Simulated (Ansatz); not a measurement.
Mulliken charges of C2HFI2 (`F/C(I)=C/I`) from ωB97M-V/def2-TZVPP in Ansatz (PBE0-D4/def2-TZVP geometry).

```json
{"atom": "F1", "x (Å)": "-0.230", "y (Å)": "-1.192", "z (Å)": "1.432", "charge (e)": "-0.156"}
{"atom": "C2", "x (Å)": "0.200", "y (Å)": "-0.521", "z (Å)": "0.366", "charge (e)": "0.071"}
{"atom": "I3", "x (Å)": "1.943", "y (Å)": "-1.302", "z (Å)": "-0.419", "charge (e)": "0.087"}
{"atom": "C4", "x (Å)": "-0.488", "y (Å)": "0.524", "z (Å)": "-0.069", "charge (e)": "-0.220"}
{"atom": "I5", "x (Å)": "0.000", "y (Å)": "1.689", "z (Å)": "-1.686", "charge (e)": "0.089"}
{"atom": "H6", "x (Å)": "-1.390", "y (Å)": "0.810", "z (Å)": "0.456", "charge (e)": "0.129"}
```

Problem. By hand: the dipole of these point charges (1 e Å = 4.8032 D).

Solution. Σ q r = (0.147, 0.175, -0.310) e Å, of length 0.385 e Å = 1.85 D.

Problem. How does the dipole of the full density compare? (Best estimate.)

Solution. Computed: (-0.001, 0.071, -0.070) e Å, 0.48 D; the point charges give 3.85 times that, at 28° from its direction.

Point charges leave out the atoms' own dipoles, such as those of lone pairs, and Mulliken's split depends on the basis, so the two needn't agree.
